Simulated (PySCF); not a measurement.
SMILES C=C/C=C\O at its GFN2-xTB optimised geometry (Å):

```
11

C      1.8762    -0.6197     0.0000
C      0.5462    -0.6197     0.0000
C     -0.2536     0.5829     0.0000
C     -1.5904     0.6328     0.0041
O     -2.4463    -0.4110     0.0098
H      2.4372     0.2997     0.0016
H      2.4463    -1.5322     0.0005
H      0.0252    -1.5715     0.0001
H      0.2861     1.5171    -0.0026
H     -2.1254     1.5715     0.0042
H     -1.9499    -1.2398     0.0125
```

Calculation: B3LYP/def2-TZVP in PySCF.

Map of the electron localisation function on the plane z = 1.0 Å:

```
|0000000000000000000000000000000|
|0000000000000000000000000000000|
|0000000000000000000000000000000|
|0000000000000000000000000000000|
|0000000000000000000000000000000|
|0000000000000000000000000000000|
|0000001110000000110000000000000|
|0000014652000002442000000000000|
|0000048985100015785100000000000|
|0000048996210136886100000000000|
|0000025886433346774000001000000|
|0000002566666666641000134310000|
|0000000246899876520000378630000|
|0000000125899986420002589741000|
|0001233223588876421124678631000|
|0014677642245555544556666420000|
|0025899862001234567887654210000|
|0025799863000024579998653100000|
|0014677653000024578997654210000|
|0002334443100145556666666420000|
|0000111222000377643334678631000|
|0000000111000488621113589841000|
|0000000000000488510001478730000|
|0000000000000265300000245310000|
|0000000000000012000000011000000|
|0000000000000000000000000000000|
|0000000000000000000000000000000|
|0000000000000000000000000000000|
|0000000000000000000000000000000|
|0000000000000000000000000000000|
|0000000000000000000000000000000|
```
Scale: ten equal steps from 0.000 (start of '0') to 0.819 (end of '9'), in the order '0123456789'; x runs from -4.50 to 4.50, y from -4.50 (bottom) to 4.50 (top).
